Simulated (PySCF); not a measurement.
# Electronic structure of Zr²⁺ (zirconium, charge +2) at the r2SCAN level

Configuration: [Kr] 4d1 5p1, one real determinant (an excited configuration). Calculation: PySCF 2.14, in x2c-QZVPPall; scalar relativity by spin-free X2C-1e.

```
Total energy                                                  : -3597.30 hartree
One-electron energy                                           : -4937.40 hartree
Hartree (Coulomb) energy                                      : 1454.59 hartree
Exchange-correlation energy                                   : -114.48 hartree
⟨S²⟩                                                          : 2.0013
⟨L²⟩                                                          : 8.040
Sum of ⟨r⟩                                                    : 25.53 bohr
Sum of ⟨r²⟩                                                   : 39.99 bohr²
Traceless quadrupole moment −½Σ⟨3z² − r²⟩ along its main axis : -5.63 e·bohr²
Langevin diamagnetic susceptibility                           : -31.7 ×10⁻⁶ cm³/mol
Time after the integrals                                      : of the order of 5 core-seconds
```

```csv
shell,electrons,mean orbital energy (hartree),spread (hartree),"rms radius, mean of both spins (bohr)"
1s α,1,-656.35981,0,0.0426
1s β,1,-656.35913,0,0.0426
2s α,1,-92.00996,0,0.176
2s β,1,-92.00459,0,0.176
2p α,3,-82.05645,0.00249,0.156
2p β,3,-82.05207,0.00508,0.156
3s α,1,-15.87429,0,0.490
3s β,1,-15.87164,0,0.490
3p α,3,-12.59500,0.00818,0.498
3p β,3,-12.59162,0.00937,0.498
3d α,5,-7.22688,0.00997,0.498
3d β,5,-7.22129,0.01302,0.498
4s α,1,-2.76919,0,1.28
4s β,1,-2.74346,0,1.28
4p α,3,-1.92595,0.00206,1.44
4p β,3,-1.89537,0.02665,1.44
4d α,1,-0.80174,0,2.04
5p α,1,-0.51740,0,3.93
```

⟨L²⟩ = 8.04 against 12 for a pure F term, so this real determinant mixes terms.

Densities and radii are taken from the X2C orbitals without a picture-change correction, which distorts them close to the nucleus.
